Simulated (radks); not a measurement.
Values are calculated unless marked as measured or tabulated.
W2+, configuration [Xe] 4f12 5d4.5 6s0.5 6p1 (fractional occupations, a model configuration). Code: a radial shooting solver on a logarithmic mesh with Libxc functionals. Model: Dirac Kohn-Sham, PBEsol, spin-unpolarised, spherical densities, point nucleus; open shells fill j = l - 1/2 first. Some entries of the table are withheld. Estimate them.

| orbital | occ. | eigenvalue (hartree) | r(max) (bohr) | <r> (bohr) |
|---|---|---|---|---|
| 1s1/2 | 2 | -2550.996 | 0.01145 | 0.01835 |
| 2s1/2 | 2 | -441.3450 | 0.06588 | 0.07696 |
| 2p1/2 | 2 | -422.0985 | 0.04897 | 0.06367 |
| 2p3/2 | 4 | -372.4194 | 0.05581 | 0.07163 |
| 3s1/2 | 2 | -102.9777 | 0.1856 | 0.2006 |
| 3p1/2 | 2 | (1) | (2) | (3) |
| 3p3/2 | 4 | (4) | (5) | (6) |
| 3d3/2 | 4 | -69.25276 | 0.1471 | 0.1797 |
| 3d5/2 | 6 | -66.91861 | 0.1510 | 0.1843 |
| 4s1/2 | 2 | -22.50607 | 0.4205 | 0.4479 |
| 4p1/2 | 2 | -18.95186 | 0.4201 | 0.4527 |
| 4p3/2 | 4 | -16.43053 | 0.4494 | 0.4853 |
| 4d3/2 | 4 | -10.58855 | 0.4454 | 0.4999 |
| 4d5/2 | 6 | -10.11949 | 0.4546 | 0.5109 |
| 5s1/2 | 2 | -4.01849 | 0.9443 | 1.035 |
| 5p1/2 | 2 | -2.91419 | 1.005 | 1.126 |
| 4f5/2 | 6 | -2.77668 | 0.4194 | 0.5706 |
| 4f7/2 | 6 | -2.68753 | 0.4240 | 0.5781 |
| 5p3/2 | 4 | -2.50396 | 1.083 | 1.217 |
| 5d3/2 | 4 | -1.02552 | 1.329 | 1.623 |
| 5d5/2 | 0.5 | -0.98247 | 1.364 | 1.669 |
| 6s1/2 | 0.5 | -0.83608 | (7) | 2.586 |
| 6p1/2 | 1 | -0.60106 | 2.700 | 3.038 |
| 6p3/2 | 0 | -0.55043 | 2.907 | 3.256 |

Answer. 
(1) 3p1/2 eigenvalue (hartree): -94.41226
(2) 3p1/2 r(max) (bohr): 0.1738
(3) 3p1/2 <r> (bohr): 0.1906
(4) 3p3/2 eigenvalue (hartree): -83.67414
(5) 3p3/2 r(max) (bohr): 0.1878
(6) 3p3/2 <r> (bohr): 0.2054
(7) 6s1/2 r(max) (bohr): 2.321
